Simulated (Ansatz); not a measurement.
Compare A (`CBS[SiH2]C`) with its isomer B (`BCSC[SiH3]`).

Program: Ansatz. Geometries: PBE0-D4/def2-TZVP. ΔE: electronic, gas phase. CCSD(T)/CBS adds triple-zeta CCSD(T) − MP2 to the extrapolated MP2 energy (def2 sets, frozen cores). DFT in def2-TZVPP. B3LYP here is the variant with VWN-RPA as its local correlation; programs differ in this. Each species was taken in one conformer, which may not be the lowest.

(1) Which isomer does CCSD(T)/CBS put lower? Give the gap. (Best estimate.)

(2) Give E(B) − E(A) in kcal/mol with ωB97M-V, B3LYP-D4, HF/def2-TZVPP, MP2/def2-TZVPP, r2SCAN-D4, CCSD/def2-TZVPP, PBE-D4. (An estimate is asked.)

Largest T1 diagnostic: 0.012.

Results:

(1) Ansatz gave: A, by 63.2 kcal/mol.

(2) The calculation gave: ωB97M-V 63.0, B3LYP-D4 62.7, HF/def2-TZVPP 61.5, MP2/def2-TZVPP 64.7, r2SCAN-D4 65.8, CCSD/def2-TZVPP 63.0, PBE-D4 64.1. None reverses the order clearly.

In def2-TZVPP, CCSD(T) changes the Hartree–Fock value by +1.8 kcal/mol (the triples alone add +0.3 kcal/mol) and MP2 by +3.2 kcal/mol.
